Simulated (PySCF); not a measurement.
TPSSh on Ba- (barium, charge -1), [Xe] 5d1 6s2, 2D determinant. Calculation: PySCF 2.14, in def2-QZVPPD with the def2 core potential (46 electrons); a scalar-relativistic core potential.

```
cycle= 1 E= -25.444208523568  delta_E= -0.00506  |g|= 0.0211  |ddm|= 1.66
cycle= 2 E= -25.445166376307  delta_E= -0.000958  |g|= 0.0131  |ddm|= 0.358
cycle= 3 E= -25.4454838538014  delta_E= -0.000317  |g|= 0.00285  |ddm|= 0.175
cycle= 4 E= -25.4456044977945  delta_E= -0.000121  |g|= 0.00143  |ddm|= 0.107
cycle= 5 E= -25.4456366441427  delta_E= -3.21e-05  |g|= 0.000522  |ddm|= 0.0423
cycle= 6 E= -25.4456416900565  delta_E= -5.05e-06  |g|= 0.000129  |ddm|= 0.0146
cycle= 7 E= -25.4456419001087  delta_E= -2.1e-07  |g|= 2.08e-05  |ddm|= 0.00428
cycle= 8 E= -25.4456419037744  delta_E= -3.67e-09  |g|= 4.2e-06  |ddm|= 0.00128
cycle= 9 E= -25.4456419038534  delta_E= -7.9e-11  |g|= 5.36e-07  |ddm|= 4.8e-05
converged SCF energy = -25.4456419038534  <S^2> = 0.82445368  2S+1 = 2.0731172
```

Highest occupied orbital energy: 1.738 eV; ⟨L²⟩ = 6.26; populations by l: s 3.96, p 6.00, d 1.04, f 0.00.

Problem. Can this result be used?

Solution. With care. Self-consistency was reached. Energies and moments cover only the electrons outside the core potential. Spin-orbit coupling, absent here, splits the open shell strongly. ⟨S²⟩ = 0.82 against 0.75 shows spin contamination. The configuration of this anion was assumed by filling the next shell in order. It is not the known or likely ground configuration (Ca⁻, Sr⁻ and Ba⁻, for instance, bind a p electron), so these values are not the electron affinity of the element. At TPSSh the highest occupied level has a positive energy, so only the finite basis holds that electron.
